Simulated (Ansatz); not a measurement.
Input for Ansatz (a quantum-chemistry and plane-wave program): R-CCSD(T)/def2-TZVPP on H4PbSSi (SMILES [SiH3][Pb][SH]), a point of a torsion scan. Elements past Kr take the def2 small-core potentials; no spin–orbit coupling. The run froze 19 orbitals, filled d shells among them.

Ansatz 0.2 input:
```yaml
crystal:
  periodic: [false, false, false]
  atoms:
    - {symbol: Si, position_ang: [-1.32771326, -0.20258129, 0.01059258]}
    - {symbol: Pb, position_ang: [0.75352918, 1.47793705, -0.21622717]}
    - {symbol: S, position_ang: [2.51023144, -0.27350647, 0.21744303]}
    - {symbol: H, position_ang: [-1.22012851, -1.44547137, -0.75626700]}
    - {symbol: H, position_ang: [-2.59985137, 0.38344567, -0.42548083]}
    - {symbol: H, position_ang: [-1.59830146, -0.66146093, 1.37543800]}
    - {symbol: H, position_ang: [1.78541848, -1.36348542, 0.39580413]}
basis:
  gaussian:
    orbitals: def2-TZVPP
magnetization: {spin_polarized: false}
correlation: {method: ccsd_t, electrons: outside_noble_gas}
scf: {lower_state_search: off}
```

Output:

```
WARN ansatz: RAYON_NUM_THREADS=1 ignored (pool sized by the plan → 1); use --threads N
Functional definition: HF
these checks for a lower state are left out or cut short: stability, starts, cluster_reference, orbital_swaps, neighbouring_geometries, increment
integrals: 0.69 GiB planned
1269 factors; integrals over basis functions are off by at most 8.9e-4 eV
mean field: 0.62 GiB planned
mean field evaluation 1: about -23962.4613 eV, gradient 1.8e1 eV
mean field evaluation 2: about -23962.5220 eV, gradient 1.8e1 eV
mean field evaluation 4: about -23964.2598 eV, gradient 2.9e0 eV
mean field evaluation 8: about -23964.3214 eV, gradient 3.5e-1 eV
mean field -23964.32222832 eV, -880.6725982898 hartree, gradient 6.2e-6 eV, S^2 0.000000; 0 other end points of the search recorded, 0 dependent functions left out
19 core orbitals not correlated
reference -23964.32222832 eV, -880.6725982898 hartree; 9, 9 occupied and 162, 162 virtual orbitals, 1269 factors
second order -10.44002240 eV of doubles, -0.00000000 eV of singles
coupled cluster: 1.84 GiB planned
cycle   1  -11.37541858 eV  change   -9.4e-1 eV  update   9.2e-2
cycle   2  -11.74402529 eV  change   -3.7e-1 eV  update   3.1e-2
cycle   3  -11.81219878 eV  change   -6.8e-2 eV  update   1.7e-2
cycle   4  -11.80794527 eV  change    4.3e-3 eV  update   5.8e-3
cycle   5  -11.80493024 eV  change    3.0e-3 eV  update   2.8e-3
cycle   6  -11.80475418 eV  change    1.8e-4 eV  update   1.1e-3
cycle   7  -11.80484562 eV  change   -9.1e-5 eV  update   4.1e-4
cycle   8  -11.80497649 eV  change   -1.3e-4 eV  update   1.6e-4
cycle   9  -11.80497109 eV  change    5.4e-6 eV  update   5.6e-5
cycle  10  -11.80494691 eV  change    2.4e-5 eV  update   2.0e-5
cycle  11  -11.80495113 eV  change   -4.2e-6 eV  update   7.9e-6
perturbative correction -0.50829757 eV, -0.0186795912 hartree
Total energy: -23976.63547702 eV, -881.1251018333 hartree
Checks for a lower state left out: stability, starts, cluster_reference, orbital_swaps, neighbouring_geometries, increment
```

The calculation finished and met its thresholds.

Cost: about 27 core-seconds (a rough figure).
